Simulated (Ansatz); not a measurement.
Compare A (`NC1N=C1[SiH3]`) with its isomer B (`C=N/C=N/[SiH3]`).

Program: Ansatz. Geometries: PBE0-D4/def2-TZVP. ΔE: electronic, gas phase. CBS: MP2 limit from def2 TZ/QZ plus the TZ coupled-cluster correction, frozen cores. DFT in def2-TZVPP. B3LYP here is the variant with VWN-RPA as its local correlation; programs differ in this. Each species was taken in one conformer, which may not be the lowest.

Question: Which is lower in electronic energy at CCSD(T)/CBS, and by how much? (Best estimate.)

Answer: Computed: B, by 26.6 kcal/mol.

Question: Give E(B) − E(A) in kcal/mol with B2PLYP, CCSD/def2-TZVPP, PBE-D4, PBE0-D4, HF/def2-TZVPP, MP2/def2-TZVPP, B3LYP-D4. (An estimate is asked.)

Answer: Computed: B2PLYP -29.2, CCSD/def2-TZVPP -27.6, PBE-D4 -24.9, PBE0-D4 -24.4, HF/def2-TZVPP -34.8, MP2/def2-TZVPP -24.9, B3LYP-D4 -30.4. None reverses the order clearly.

Largest T1 diagnostic: 0.015.

In def2-TZVPP, CCSD(T) changes the Hartree–Fock value by +7.5 kcal/mol (the triples alone add +0.3 kcal/mol) and MP2 by +9.9 kcal/mol.
